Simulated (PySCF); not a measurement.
Computed IR spectrum (relative IR intensity) of a molecule CH6OSeSi. Geometry optimised at PBE-D3(BJ)/def2-SVP. The values are those of a single conformer. All values below come from PBE-D3(BJ)/def2-SVP in PySCF. Frequencies are harmonic and unscaled.

Lines under 2 % of the strongest are left out, and lines within 2 cm⁻¹ are merged.

```json
[
 {"ν (cm⁻¹)": "180", "relative intensity": "3.2"},
 {"ν (cm⁻¹)": "385", "relative intensity": "10"},
 {"ν (cm⁻¹)": "477", "relative intensity": "7.8"},
 {"ν (cm⁻¹)": "680", "relative intensity": "4.6"},
 {"ν (cm⁻¹)": "741", "relative intensity": "8.5"},
 {"ν (cm⁻¹)": "750", "relative intensity": "4.3"},
 {"ν (cm⁻¹)": "843", "relative intensity": "100"},
 {"ν (cm⁻¹)": "885", "relative intensity": "35"},
 {"ν (cm⁻¹)": "1115", "relative intensity": "51"},
 {"ν (cm⁻¹)": "1167", "relative intensity": "25"},
 {"ν (cm⁻¹)": "1424", "relative intensity": "4.1"},
 {"ν (cm⁻¹)": "2146", "relative intensity": "34"},
 {"ν (cm⁻¹)": "2221", "relative intensity": "28"},
 {"ν (cm⁻¹)": "2360", "relative intensity": "3.7"},
 {"ν (cm⁻¹)": "2915", "relative intensity": "22"},
 {"ν (cm⁻¹)": "2987", "relative intensity": "11"},
 {"ν (cm⁻¹)": "3047", "relative intensity": "8.0"}
]
```

Question: Which molecule gave these data?
A) CO[SiH2][SeH]
B) CO[Se][SiH3]
C) C[Se]O[SiH3]

Answer: A, CO[SiH2][SeH]
